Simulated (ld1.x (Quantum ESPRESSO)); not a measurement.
# caesium (Cs), PAW: configuration errors across variants

| Quantity | Value |
| --- | --- |
| Element | Cs |
| Generator | ld1.x (Quantum ESPRESSO) 7.5 |
| Type | PAW |
| Functional | PBEsol |
| Relativity | scalar-relativistic |
| Frozen core | [Kr] 4d10 |
| Valence charge | 9 |
| Reference configuration | 5s2 5p6 5d0 6s1 6p0 |
| Partial waves | 5s (bound): rcut 2.25, rcutus 2.85 bohr; 6s (bound): rcut 2.25, rcutus 2.85 bohr; 5p (bound): rcut 3.40, rcutus 3.95 bohr; 6p (bound, empty): rcut 3.40, rcutus 3.95 bohr; 5d (bound, empty): rcut 4.10, rcutus 4.35 bohr; 5d channel at 2.5 Ry: rcut 4.10, rcutus 4.35 bohr |
| Local potential | all-electron potential smoothed inside 2.25 bohr (lloc = -1) |
| Core correction | Bessel-smoothed model core inside 1.65 bohr |
| Augmentation charge | PSQ, inside the norm-conserving radii |

All-electron excitation energies from the reference (eV): (1) 5s2 5p6 5d0 6s0 6p0 3.792; (2) 5s2 5p6 5d0 6s0.5 6p0 1.457; (3) 5s2 5p6 5d0 6s0 6p1 1.352.

The overlap operator is not positive definite (basis up to 400 Ry) in “base”, “waves 5d (bound): rcut 2.70, rcutus 2.86 bohr; 5d channel at 2.5 Ry: rcut 2.70, rcutus 2.86 bohr”, “waves 5d (bound): rcut 2.98, rcutus 3.16 bohr; 5d channel at 2.5 Ry: rcut 2.98, rcutus 3.16 bohr”, “waves 5d (bound): rcut 3.68, rcutus 3.90 bohr; 5d channel at 2.5 Ry: rcut 3.68, rcutus 3.90 bohr”, “waves 5d (bound): rcut 4.10, rcutus 4.34 bohr; 5d channel at 2.5 Ry: rcut 4.10, rcutus 4.34 bohr”, “waves 5d (bound): rcut 4.10, rcutus 4.82 bohr; 5d channel at 2.5 Ry: rcut 4.10, rcutus 4.82 bohr”, “waves 5d (bound): rcut 4.10, rcutus 5.72 bohr; 5d channel at 2.5 Ry: rcut 4.10, rcutus 5.72 bohr”, “waves 5d (bound): rcut 4.10, rcutus 6.00 bohr; 5d channel at 2.5 Ry: rcut 4.10, rcutus 6.00 bohr”. Such files are unfit for use, however small their errors in these radial tests.

Tests that are not counted but printed errors over 1 eV. “waves 5d (bound): rcut 4.10, rcutus 4.82 bohr; 5d channel at 2.5 Ry: rcut 4.10, rcutus 4.82 bohr”: 5s1 5p6 5d0 6s1 6p0 (solver errors, printed error -329 eV). “waves 5d (bound): rcut 4.10, rcutus 6.00 bohr; 5d channel at 2.5 Ry: rcut 4.10, rcutus 6.00 bohr”: 5s1 5p6 5d0 6s1 6p0 (solver errors, printed error -329 eV).

1 further variants failed, have other tests or too few solved ones, and are left out.

A true bound ghost makes a file unfit for plane-wave use even where its test errors are small: the radial tests pick states by their node count and pass the ghost by. Where a test does run into it, the solver fails or the error is huge.

Errors AE − PS in meV (a dash: test not solved or not reliable):

| change | (1) | (2) | (3) | bound ghosts |
| --- | --- | --- | --- | --- |
| base | +8.5 | +1.0 | +1.6 | not determined (overlap not positive) |
| waves 5d (bound): rcut 2.70, rcutus 2.86 bohr; 5d channel at 2.5 Ry: rcut 2.70, rcutus 2.86 bohr | +8.5 | +1.0 | +1.6 | not determined (overlap not positive) |
| waves 5d (bound): rcut 2.98, rcutus 3.16 bohr; 5d channel at 2.5 Ry: rcut 2.98, rcutus 3.16 bohr | +8.5 | +1.0 | +1.6 | not determined (overlap not positive) |
| waves 5d (bound): rcut 3.68, rcutus 3.90 bohr; 5d channel at 2.5 Ry: rcut 3.68, rcutus 3.90 bohr | +8.5 | +1.0 | +1.6 | not determined (overlap not positive) |
| waves 5d (bound): rcut 4.10, rcutus 4.34 bohr; 5d channel at 2.5 Ry: rcut 4.10, rcutus 4.34 bohr | +8.5 | +1.0 | +1.6 | not determined (overlap not positive) |
| waves 5d (bound): rcut 4.10, rcutus 4.82 bohr; 5d channel at 2.5 Ry: rcut 4.10, rcutus 4.82 bohr | +8.5 | +1.0 | +1.6 | not determined (overlap not positive) |
| waves 5d (bound): rcut 4.10, rcutus 5.72 bohr; 5d channel at 2.5 Ry: rcut 4.10, rcutus 5.72 bohr | +8.5 | +1.0 | +1.6 | d (p not tested, overlap not positive) |
| waves 5d (bound): rcut 4.10, rcutus 6.00 bohr; 5d channel at 2.5 Ry: rcut 4.10, rcutus 6.00 bohr | +8.5 | +1.0 | +1.6 | d (p not tested, overlap not positive) |

(1) Give the same row for: waves 5d (bound): rcut 4.10, rcutus 5.14 bohr; 5d channel at 2.5 Ry: rcut 4.10, rcutus 5.14 bohr.

Answers

(1) +8.5, +1.0, +1.6; bound ghosts: not determined (overlap not positive). Not counted: 5s1 5p6 5d0 6s1 6p0 (solver errors, printed error -329 eV). Its overlap operator is not positive definite in a basis up to 400 Ry (lowest eigenvalue p -0.62), so the file is unfit for use: the generalised eigenproblem breaks down once the basis is large enough, and its test numbers describe a broken file.
